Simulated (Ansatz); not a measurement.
A nudged elastic band was laid between two geometries of F3HSi + FH + FH (9 atoms, charge 0, multiplicity 1).

Theory: RKS PBE0-D4/def2-SVP in Ansatz.

* movable images: 7
* climbing image: yes
* spring: 5.0 eV/Å²
* optimiser: quadratic models (default)
* start path: through a guess of the saddle point
* force threshold: 0.05 eV/Å
* iteration limit: 60
* end points: relaxed

Initial state:

```xyz
9
Properties=species:S:1:pos:R:3
Si -0.887 0.837 0.289
H -0.756 0.718 1.736
F -0.849 -0.586 -0.517
F -2.369 1.367 -0.026
F 0.098 1.850 -0.455
H 1.610 -0.765 0.199
F 1.369 -0.124 0.851
H 0.440 -1.524 -1.055
F 1.345 -1.772 -1.022
```

Final state:

```xyz
9
Properties=species:S:1:pos:R:3
Si -1.007 0.498 -0.705
H 0.522 0.112 2.228
F -1.975 0.674 -1.946
F -1.807 0.754 0.637
F 0.216 1.491 -0.829
H 1.323 -1.372 -0.330
F -0.473 -1.013 -0.708
H 1.061 -0.144 1.755
F 2.139 -1.000 -0.102
```

(1) What changes between the two ends?

(2) What energy profile does the band end with?

(3) What is the geometry of the highest image?

The band took 23 iterations and roughly 10 core-minutes.

Answers

(1) Bonds broken: Si1–H2, H6–F7, H8–F9. Bonds formed: Si1–F7, H2–H8, H6–F9. F3HSi + FH + FH becomes F4Si + FH + H2.

(2) The forces met the threshold. The highest image is number 4 of 0 to 8, 114.4 kJ/mol above the first end and 162.0 kJ/mol above the last; the last end lies 47.5 kJ/mol below the first. Neighbouring images differ by up to 1.5 eV, so the band resolves the path poorly. A vibrational analysis at the climbing image gives one clearly imaginary mode, 969i cm⁻¹: a first-order saddle point. The orbitals stay closed-shell, which can raise the energy where a bond breaks towards radicals; this wasn't checked here.

| image | path coordinate (Å) | energy (kJ/mol) | Si1–H2 (Å) | H6–F7 (Å) | H8–F9 (Å) |
| --- | --- | --- | --- | --- | --- |
| 0 | 0.00 | 0.0 | 1.46 | 0.95 | 0.94 |
| 1 | 1.15 | 2.9 | 1.46 | 0.94 | 0.94 |
| 2 | 2.31 | 19.5 | 1.46 | 0.94 | 0.93 |
| 3 | 3.46 | 36.7 | 1.47 | 0.94 | 0.93 |
| 4 | 4.62 | 114.4 | 1.63 | 1.22 | 1.18 |
| 5 | 6.09 | -26.7 | 2.66 | 1.73 | 2.01 |
| 6 | 7.55 | -44.7 | 3.71 | 1.85 | 2.30 |
| 7 | 9.02 | -45.0 | 3.60 | 1.85 | 2.31 |
| 8 | 10.49 | -47.5 | 3.33 | 1.87 | 2.31 |

(3) 
```xyz
9
Properties=species:S:1:pos:R:3
Si -0.517 0.731 -0.112
H -0.420 -0.525 0.918
F -0.970 0.263 -1.575
F -1.951 0.886 0.628
F -0.023 2.246 0.079
H 1.384 -0.872 -0.257
F 1.191 0.312 -0.475
H 0.194 -1.223 0.620
F 1.111 -1.818 0.175
```

Run time: 4.9 min on 2 threads of Arm Neoverse V2 (shared host), peak memory 0.22 GiB.
